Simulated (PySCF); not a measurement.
## Level sweep

Species: GeH7NSi.
Bonds: N1–Ge2, Ge2–Si3. Hydrogens: H4, H5 on N1; H6, H7 on Ge2; H8, H9, H10 on Si3.

PySCF, dipoles from the SCF density, polarisabilities from static response with core orbitals frozen. Isolated species at its PBE0-D3(BJ)/def2-SVP geometry (one conformer only). The LDA/def2-SVPD calculation is non-relativistic and has no spin–orbit coupling, an omission that weighs most on germanium.

The anisotropy is √(½[(α1 − α2)² + (α2 − α3)² + (α3 − α1)²]).

```
              level  μ (D)  α (au)  anisotropy (au)
      LDA/def2-SVPD  1.079   77.66            21.19
      PBE/def2-SVPD  1.062   75.77            20.35
    B3LYP/def2-SVPD  1.061   73.47            18.85
     PBE0/def2-SVPD  1.078   72.82            18.53
BHandHLYP/def2-SVPD  1.084   70.47            17.05
CAM-B3LYP/def2-SVPD  1.078   72.20            17.76
  wB97X-D/def2-SVPD  1.097   72.21            17.63
  LC-wPBE/def2-SVPD  1.109   70.33            16.61
       HF/def2-SVPD  1.136   67.15            14.63
        PBE0/6-31G*  1.328   58.85            18.69
      PBE0/def2-SVP  1.253   63.29            16.09
   PBE0/aug-cc-pVDZ  1.055   74.54            18.37
     PBE0/def2-TZVP  1.142   69.55            17.81
    PBE0/def2-TZVPD  1.065   73.98            18.68
```

The dipole runs from 1.05 D (PBE0/aug-cc-pVDZ) to 1.33 D (PBE0/6-31G*). No reference polarisability is at hand; against PBE0 in the largest diffuse basis at hand (def2-TZVPD) the other PBE0 rows deviate by 6-31G* -20%, def2-SVP -14%, def2-SVPD -2%, aug-cc-pVDZ +1%, def2-TZVP -6%. In one basis (def2-SVPD) the functionals order the polarisability from HF (lowest) to LDA (highest), a spread of 16%. With PBE0 the polarisability is 63.90 au without diffuse functions (mean of 6-31G*, def2-SVP and def2-TZVP) and 73.78 au with them (mean of def2-SVPD, aug-cc-pVDZ and def2-TZVPD).

Without π bonds the low states are Rydberg-like; a valence basis with one diffuse set may place them up to an eV too high.
